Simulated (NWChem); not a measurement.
System: N-methylmethanimine (C2H5N); SMILES C=NC

Results from NWChem. Pople sets run with spherical d functions. B3LYP is NWChem's, with the RPA form of VWN correlation. Each level has its own optimisation; frequencies are unscaled. Brackets give each atom's bonded neighbours.

| level | r C–N [C(HHHN)–N(CC)] (Å) | r C–N [C(HHN)–N(CC)] (Å) | highest harmonic frequency (cm⁻¹) | lowest (cm⁻¹) | zero-point energy (kcal/mol) | dipole (D) |
|---|---|---|---|---|---|---|
| Hartree-Fock/STO-3G | 1.493 | 1.271 | 3749 | 175 | 50.4 | 1.60 |
| Hartree-Fock/3-21G | ? | 1.253 | 3329 | 230 | 46.0 | ? |
| Hartree-Fock/6-31G* | 1.443 | 1.247 | 3348 | 224 | 46.2 | 1.73 |
| B3LYP/6-31G* | 1.452 | 1.267 | 3156 | 227 | 43.0 | 1.43 |
| LDA (Slater exchange, VWN5)/def2-SVP | 1.421 | 1.264 | 3054 | 244 | 41.1 | 1.24 |
| PBE/def2-SVP | 1.444 | 1.273 | 3059 | 226 | 41.3 | 1.27 |
| BLYP/def2-SVP | 1.456 | 1.276 | 3034 | 220 | 41.1 | 1.24 |
| PBE0/def2-SVP | 1.435 | 1.261 | 3163 | 227 | 42.8 | 1.42 |

Task: What belongs in the gaps?

Result: 
- Hartree-Fock/3-21G, r C–N [C(HHHN)–N(CC)] (Å): 1.471
- Hartree-Fock/3-21G, dipole (D): 1.84
